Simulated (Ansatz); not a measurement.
Computed with Ansatz on PBE0-D4/def2-TZVP structures; ΔE is electronic, products minus reactants. CCSD(T)/CBS is the MP2 limit (def2-TZVPP, def2-QZVPP) plus CCSD(T) − MP2 in def2-TZVPP, frozen cores. Functionals use def2-TZVPP. def2 core potentials past Kr. For Cd outer-core shells are correlated without core-valence functions, which leaves a few kJ/mol of doubt a bond. Each species was taken in one conformer, which may not be the lowest.

Consider the redistribution: `NB(N)Cl` + `[NH2][Cd][F]` → `NB(F)Cl` + `[NH2][Cd][NH2]`.

| species | r2SCAN0-D4 energy (Eh) |
| --- | --- |
| `NB(N)Cl` | -597.04806 |
| `[NH2][Cd][F]` | -323.57304 |
| `NB(F)Cl` | -640.95713 |
| `[NH2][Cd][NH2]` | -279.65961 |

Problem. Work out ΔE.

Solution. ΔE = (-640.95713) + (-279.65961) − (-597.04806) − (-323.57304) = 0.00436 Eh = +11.4 kJ/mol. CCSD(T)/CBS gives +10.6 kJ/mol.

Problem. What do rigid-rotor, harmonic-oscillator terms from PBE0-D4/def2-TZVP frequencies (298.15 K, 1 bar) make of the CCSD(T)/CBS value? (Best estimate.)

Solution. Ansatz gave: ΔZPE = -1.9 kJ/mol, ΔH = +8.7 kJ/mol, ΔS = 4 J/(mol·K), ΔG = +7.6 kJ/mol.

Largest T1 diagnostic among the species: 0.016.

In def2-TZVPP, CCSD(T) changes the Hartree–Fock value by −18.2 kJ/mol (the triples alone add −2.7 kJ/mol) and MP2 by −22.4 kJ/mol. At CCSD(T), def2-SVP lies −12.3 kJ/mol from the extrapolated value and def2-TZVPP −9.9 kJ/mol. Leaving LDA and LC-ωPBE aside and taking each functional with its dispersion term where it has one, the values, not all of them listed here, spread over 7.8 kJ/mol, from PBE-QIDH to revPBE-D4. LDA lies −7.9 kJ/mol from PBE without D4.
